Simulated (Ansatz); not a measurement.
Basis-set series for `O[AsH][GeH3]`. Charge 0, multiplicity 1. The geometry is a stationary point of PBE0-D4/def2-TZVP. It is one conformer, not always the lowest.

| functional | basis | functions | energy (Eh) | HOMO (eV) | LUMO (eV) |
| --- | --- | --- | --- | --- | --- |
| PBE0-D4 | def2-SVP | 103 | -4389.89393 | -7.05 | -0.47 |
| PBE0-D4 | def2-QZVPP | 385 | -4390.63279 | -7.18 | -0.90 |
| ωB97M-V | def2-SVP | 103 | -4390.22461 | -9.08 | 1.51 |
| ωB97M-V | def2-QZVPP | 385 | -4390.96314 | -9.23 | 0.82 |

(1) Give the rows for def2-TZVPP. (Estimate.)

Answers

(1) Ansatz gave: 
```csv
functional,basis,functions,energy (Eh),HOMO (eV),LUMO (eV)
PBE0-D4,def2-TZVPP,197,-4390.53430,-7.14,-0.75
ωB97M-V,def2-TZVPP,197,-4390.86693,-9.19,1.12
```

Positive LUMOs are unbound and depend on the basis. Scalar relativity is left out up to krypton.
